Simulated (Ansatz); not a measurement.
Abridged output of a molecular run in Ansatz:

```
Functional definition: HF
1261 factors; integrals over basis functions are off by at most 1.4e-3 eV
mean field evaluation 1: about -59625.6926 eV, gradient 2.7e1 eV
mean field evaluation 2: about -59625.7046 eV, gradient 2.7e1 eV
mean field evaluation 4: about -59628.1236 eV, gradient 3.4e0 eV
mean field evaluation 8: about -59628.1666 eV, gradient 2.1e-4 eV
mean field -59628.16655727 eV, -2191.2947035569 hartree, gradient 2.6e-6 eV, S^2 0.000000; 0 other end points of the search recorded, 0 dependent functions left out
15 core orbitals not correlated: weight in the atoms' cores, before any rotation towards them, 1.000 or more for the frozen orbitals, at most 0.000 for the correlated occupied ones
reference -59628.16655727 eV, -2191.2947035569 hartree; 20, 20 occupied and 81, 81 virtual orbitals, 1261 factors
second order -15.61951800 eV of doubles, -0.00000000 eV of singles
cycle   1  -15.81344165 eV  change   -1.9e-1 eV  update   1.1e-1
cycle   2  -16.45918915 eV  change   -6.5e-1 eV  update   3.7e-2
cycle   3  -16.56921844 eV  change   -1.1e-1 eV  update   1.7e-2
cycle   4  -16.56994702 eV  change   -7.3e-4 eV  update   4.5e-3
cycle   5  -16.57054932 eV  change   -6.0e-4 eV  update   1.6e-3
cycle   6  -16.57076843 eV  change   -2.2e-4 eV  update   5.3e-4
cycle   7  -16.57085523 eV  change   -8.7e-5 eV  update   2.0e-4
cycle   8  -16.57089235 eV  change   -3.7e-5 eV  update   6.4e-5
cycle   9  -16.57090988 eV  change   -1.8e-5 eV  update   2.0e-5
perturbative correction -0.62487771 eV, -0.0229638323 hartree
Total energy: -59645.36234487 eV, -2191.9266370952 hartree
```

Its atoms:

```xyz
10

C     0.8497    1.1107    0.5513
C     0.0752    0.1067    0.1100
Ga   -0.9073   -0.8999    1.4699
In    0.0417   -0.2283   -2.0119
H     1.4458    1.7448   -0.1093
H     0.9369    1.3627    1.6119
H    -1.8508   -2.0969    1.0871
H    -0.7159   -0.4635    2.9728
H    -0.9022   -1.4799   -2.7304
H     1.0270    0.8435   -2.9514
```

Problem. Which basis set was used?
A. cc-pV(Q+d)Z
B. cc-pV(T+d)Z
C. def2-SVPD
D. def2-SVP

Solution. D. It gives 116 functions.

Problem. Write the keys of the input that set method, charge and spin (a neutral closed shell needs none for the last two).

Solution. 
```yaml
correlation: {method: ccsd_t}
```
